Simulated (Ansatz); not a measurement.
Start from `COCI` and change one atom or group to get `CO[CH2][AlH][SiH3]`.

Ansatz, PBE0-D4/def2-TZVP geometries, multiplicity 1. Each molecule was computed in one conformer, which needn't be the lowest.

Elements past krypton have def2 core potentials.

| property | `COCI` |
| --- | --- |
| size of the dipole moment (ωB97M-V/def2-TZVPP) / D | 2.23 |
| HOMO energy (B3LYP/def2-TZVPP) / eV | -6.93 |
| HOMO energy (PBE/def2-TZVPP) / eV | -6.00 |
| LUMO energy (ωB97M-V/def2-TZVPP) / eV | 1.08 |
| HOMO–LUMO gap (B3LYP/def2-TZVPP) / eV | 5.83 |
| HOMO energy (PBE0/def2-TZVPP) / eV | -7.17 |

Q: What does the change do to each property? (Best estimate.)

A: The calculation gave: 
| property | `CO[CH2][AlH][SiH3]` | shift |
| --- | --- | --- |
| size of the dipole moment (ωB97M-V/def2-TZVPP) / D | 1.16 | -1.07 |
| HOMO energy (B3LYP/def2-TZVPP) / eV | -6.46 | 0.47 |
| HOMO energy (PBE/def2-TZVPP) / eV | -5.33 | 0.67 |
| LUMO energy (ωB97M-V/def2-TZVPP) / eV | -0.19 | -1.27 |
| HOMO–LUMO gap (B3LYP/def2-TZVPP) / eV | 4.46 | -1.37 |
| HOMO energy (PBE0/def2-TZVPP) / eV | -6.66 | 0.51 |

With PBE0 the HOMO rises by 0.51 eV and the LUMO falls by 0.98 eV, so the gap narrows by about 1.49 eV. PBE moves the HOMO by 0.67 eV and ωB97M-V by 0.48 eV. Dipoles are sizes alone; their direction can turn.

B3LYP here is the variant with VWN-RPA as its local correlation; programs differ in this.

Spin–orbit coupling is left out; it splits and shifts lone-pair levels of the heavy atoms by tenths of an eV.
